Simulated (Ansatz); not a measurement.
The same molecule with X = F, Cl, Br. Ansatz, PBE0-D4/def2-TZVP geometries, multiplicity 1. Each molecule was computed in one conformer, which needn't be the lowest.

Elements past krypton have def2 core potentials. Scalar relativity is left out up to krypton.

| X | molecule | mean X–In bond length / Å | LUMO energy (PBE/def2-TZVPP) / eV | HOMO energy (B3LYP/def2-TZVPP) / eV | size of the dipole moment (ωB97M-V/def2-TZVPP) / D |
| --- | --- | --- | --- | --- | --- |
| F | `[OH][In]([OH])[F]` | 1.941 | -3.26 | -8.81 | 2.05 |
| Br | `[OH][In]([OH])[Br]` | 2.441 | -3.14 | -8.32 | 1.37 |

**Question.** Give the row for X = Cl, `[OH][In]([OH])[Cl]`. (An estimate is asked.)

**Answer.** The calculation gave: 
```csv
X,molecule,mean X–In bond length / Å,LUMO energy (PBE/def2-TZVPP) / eV,HOMO energy (B3LYP/def2-TZVPP) / eV,size of the dipole moment (ωB97M-V/def2-TZVPP) / D
Cl,`[OH][In]([OH])[Cl]`,2.305,-3.13,-8.68,1.52
```

From F to Br the mean X–In bond length rises at each step, by 0.500 Å in all; the LUMO energy (PBE/def2-TZVPP) isn't monotonic: highest at Cl, lowest at F; the HOMO energy (B3LYP/def2-TZVPP) rises at each step, by 0.49 eV in all. Bonds lengthen as the atom grows down the group. Dipoles are sizes alone, and their direction can turn along the series.

B3LYP here is the variant with VWN-RPA as its local correlation; programs differ in this.

Spin–orbit coupling is left out; it splits and shifts lone-pair levels of the heavy atoms by tenths of an eV.
